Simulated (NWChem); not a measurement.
## Correlation energy of Hg

```
Hg
```
Charge 0, spin multiplicity 1.

Program: NWChem.

Basis set: def2-QZVP. Each correlation energy counts from its own Hartree-Fock reference.

```json
[
 {"method": "MP2", "correlation energy (mHa)": "-450.3", "difference from CCSD(T)": "-23.2"},
 {"method": "SCS-MP2", "correlation energy (mHa)": "-405.9", "difference from CCSD(T)": "+21.3"},
 {"method": "CR-CCSD[T]", "correlation energy (mHa)": "-424.1", "difference from CCSD(T)": "+3.0"},
 {"method": "CR-CCSD(T)", "correlation energy (mHa)": "-423.8", "difference from CCSD(T)": "+3.3"},
 {"method": "CCSD", "correlation energy (mHa)": "-410.2", "difference from CCSD(T)": "+16.9"},
 {"method": "CCSD+T(CCSD)", "correlation energy (mHa)": "-427.5", "difference from CCSD(T)": "-0.4"},
 {"method": "CCSD(T)", "correlation energy (mHa)": "-427.1", "difference from CCSD(T)": "0.0"}
]
```

The values span 44.5 mHa, from MP2 (lowest) to SCS-MP2 (highest). 

Effective core potentials replace the inner electrons of Hg; spin-orbit coupling is left out. The correlated methods keep 4 core orbitals frozen. Coupled-cluster values serve here as a point of comparison, not as the truth.
